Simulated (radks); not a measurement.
Results of a calculation; reference values are marked as such.
Problem. Radial electron density D(r) = 4 pi r^2 rho(r) of an atom or ion with 61 electrons. Level of theory: Dirac Kohn-Sham, RPBE, spin-unpolarised, spherical densities, finite nucleus; Fermi nuclear charge, rms radius of each element as measured or else 0.836 A^(1/3) + 0.57 fm (a radial shooting solver on a logarithmic mesh with Libxc functionals).

r (bohr)  D(r) (e/bohr)
0.001546          7.451
0.001828          9.709
0.002146          12.42
0.002538          15.96
0.002979          20.10
0.003496          25.08
0.004135          31.26
0.004852          38.04
0.005694          45.61
0.006736          54.12
0.007905          62.37
0.009276          70.19
0.01097           77.16
0.01288           81.86
0.01523           84.11
0.01788           83.49
0.02098           80.67
0.02482           76.77
0.02912           74.23
0.03417           75.02
0.04043           80.80
0.04744           90.39
0.05567           100.9
0.06586           107.9
0.07728           107.0
0.09142           98.04
0.1073            87.07
0.1259            81.14
0.1489            84.53
0.1748            92.52
0.2051            94.80
0.2426            83.11
0.2847            62.19
0.3368            43.39
0.3952            37.96
0.4638            42.07
0.5487            45.38
0.6439            40.61
0.7556            30.18
0.8938            19.69
1.049             13.58
1.231             10.54
1.456             8.319
1.709             5.999
2.021             3.626
2.372             1.998
2.784             1.093
3.293            0.6216
3.864            0.3602
4.535            0.2037
5.364            0.1593
6.295            0.1973
7.387            0.2172
8.738            0.1550
10.25           0.07446
12.13           0.02334
14.24          0.004665
16.71         0.0005489

What is the nuclear charge?

Solution. Z = 62. The innermost maximum, from 1s, lies near gamma/Z bohr with gamma = sqrt(1 - (Z/c)^2) = 0.892, here 0.0144 bohr (found: 0.0159), and its height grows with Z. The density is that of the samarium ion Sm+ in [Kr] 4d10 4f6 5s1 5p6 6s1 7s1; the configuration itself is not fixed sharply by these data, and Z only to a few units. D(r) has 5 maxima, at r = 0.0159, 0.0702, 0.195, 0.544, 7.15 bohr, and minima at 0.0306, 0.129, 0.392, 5.24 bohr, inside which lie 2.01, 11.17, 29.30, 60.04 electrons.
